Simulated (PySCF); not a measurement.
Species: H8N2Si2.
Cartesian coordinates in Å at the GFN2-xTB level; atoms count from 1:
```xyz
12
H8N2Si2 angstrom
N     -2.2089   -0.1658   -0.7122
Si    -0.9852    0.0111    0.4911
N      0.4943   -0.1359   -0.3961
Si     2.1068    0.0855    0.1784
H     -3.1659   -0.1912   -0.4017
H     -2.1412    0.4035   -1.5413
H     -0.9080    1.3005    1.1865
H     -1.2321   -1.0803    1.4382
H      0.4108   -0.6979   -1.2281
H      2.5071   -0.9511    1.1391
H      2.1629    1.3928    0.8299
H      2.9606    0.0281   -1.0097
```

Computed with PySCF 2.14.0, density-fitted response routines, TDDFT PBE0/def2-SVPD, vertical, gas phase, core orbitals frozen in the response.

Ground-to-excited transition dipoles (e·a0, same axes as the geometry; the sign carries no meaning), for the states with f of 0.002 or more among the lowest 8:

```
state  E (eV)      μx      μy      μz
   S1   6.146   0.013  -0.089   0.090
   S2   6.498   0.044  -0.222  -0.144
   S3   6.658  -0.293  -0.207  -0.182
   S4   6.795  -0.314   0.098   0.016
   S5   7.299  -0.298   0.062  -0.002
   S6   7.329   0.074  -0.276   0.151
   S8   7.791   0.413  -0.233   0.086
```

(1) What oscillator strength does each state have?

(2) What angle do the transition dipoles of S3 and S8 make?

(3) How is the summed strength of these states shared among x, y and z?

(4) What peak molar absorption coefficient would the strongest computed level give as a lone Gaussian band 0.5 eV wide at half height?

## Answers

(1) f = (2/3) ΔE |μ|² with ΔE in hartree (27.2114 eV).

```csv
state,|μ|² (au),|μ| (D),f
S1,0.016,0.32,0.002
S2,0.072,0.68,0.011
S3,0.162,1.02,0.026
S4,0.108,0.84,0.018
S5,0.093,0.77,0.017
S6,0.104,0.82,0.019
S8,0.233,1.23,0.044
```

(2) |cos θ| = |μa·μb| / (|μa| |μb|) = 0.46, so θ ≈ 63° (taken between 0 and 90°, since the signs are arbitrary).

(3) (2/3) Σ ΔE μα² gives 0.080 for x, 0.042 for y and 0.015 for z, 0.138 in all.

(4) ε(max) = 2.175×10⁸ f / FWHM, with the width in cm⁻¹. S8: 2.175×10⁸ × 0.0444 / 4033 ≈ 2400 L mol⁻¹ cm⁻¹.

One conformer stands for the species.

Without π bonds the low states may be Rydberg-like; a valence basis with one diffuse set may place them up to an eV too high.
